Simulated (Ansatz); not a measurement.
## Worked example: CH4S + C2H7BS → H2S2 + C3H9B

Species: CH4S (methanethiol) `CS`, singlet; C2H7BS `CCBS`, singlet; H2S2 `SS`, singlet; C3H9B `CBCC`, singlet. The partners trade CH3 for SH: S–CH3 and B–SH bonds give way to S–SH and B–CH3.

Shapes, held fixed at every level: PBE0-D4/def2-TZVP. Flexible molecules stand in one conformer, not always the lowest. Programs: Ansatz 0.2.0. The zero-point and thermal change to 298 K, harmonic and unscaled (PBE0-D4/def2-TZVP), is -5.1 kJ/mol.

At CCSD(T)/CBS estimate; 1 Eh = 2625.50 kJ/mol:

```
species  energy (Eh)
   CH4S  -438.228352
 C2H7BS  -502.917836
   H2S2  -796.745755
  C3H9B  -144.370491
```

Q: Work out ΔH(298 K) of the reaction at this level.

A: 
1. Products less reactants: (-796.745755) + (-144.370491) − [(-438.228352) + (-502.917836)] = 0.029942 Eh = +78.6 kJ/mol.
2. With the thermal change: +78.6 + (-5.1) = +73.5 kJ/mol.

Other levels give +68.4 (B3LYP-D4/def2-TZVPP) to +103.3 kJ/mol (MP2/def2-SVP). No measured value is set beside it here. The CBS estimate extrapolates MP2 from def2-TZVPP and def2-QZVPP and adds CCSD(T) − MP2 in the triple-zeta set, cores frozen.
